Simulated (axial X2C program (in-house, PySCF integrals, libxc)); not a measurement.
Low determinants of CaAs at the PBE0 level, without spin–orbit coupling

Computed with an in-house relativistic program for diatomic molecules. Spin-free means the one-electron spin-free X2C Hamiltonian. Basis: As dyall-v3z [9s9p6d1f], Ca dyall-v3z [11s12p4d3f] (cores contracted in-house); Gaussian nuclei, density fitting, unrestricted open shells. Masses: As 74.922 u, Ca 39.963 u.

Search at 2.920 Å (vertical energies from the lowest determinant):

| ΔE (eV) | state | electrons beyond evenly filled partner blocks | electrons in σ, π, δ, φ |
| --- | --- | --- | --- |
| 0.00 | M_S = 3/2, Λ = 0 | σα, π+α, π-α | 27 22 4 0 |
| 0.08 | M_S = 1/2, Λ = 0 | σβ, π+α, π-α | 27 22 4 0 |
| 0.90 | M_S = 3/2, Λ = 1 | 2 × σα, π+α, π+β, π-α | 26 23 4 0 |
| 0.92 | M_S = 1/2, Λ = 0 | σα, π+β, π-α | 27 22 4 0 |
| 0.92 | M_S = 1/2, Λ = 2 | σα, π+α, π+β | 27 22 4 0 |
| 1.21 | M_S = 1/2, Λ = 1 | 2 × σα, π+α, π+β, π-β | 26 23 4 0 |
| 1.87 | M_S = 3/2, Λ = 1 | 2 × π+α, π-α | 26 23 4 0 |

Lowest determinant, M_S = 3/2, Λ = 0 (beyond evenly filled blocks: σα, π+α, π-α): Re = 2.900 Å, ωe = 205.5 cm⁻¹.

The determinant in row 2 of the search, M_S = 1/2, Λ = 0 (beyond evenly filled blocks: σβ, π+α, π-α), was followed along the bond at PBE0; measured from the minimum of the lowest determinant it gives:

Te = 0.077 eV (621 cm⁻¹), Re = 2.878 Å, ωe = 218.8 cm⁻¹.

Task: Compare the bond of the determinant in row 2 with that of the lowest one.

Result: At PBE0 its Re is 0.022 Å shorter and its force constant, which goes as ωe², is 1.13 times that of the lowest determinant. This determinant mixes spin states, so it has no term energy of its own.

The search compares states at one distance, so a state with another bond length can lie lower; it is not exhaustive and yields mostly the lowest determinant of each block pattern, so other components and higher states of one pattern are missing. These are energies of single determinants, not of spin-adapted states; PBE0 term energies can be off by some tenths of an eV, and the functional has no current term. The lowest determinant need not be the ground state where others lie within half an eV. Row 2 is spin-contaminated (⟨S²⟩ = 1.76 against 0.75), so its values are not those of a pure state.
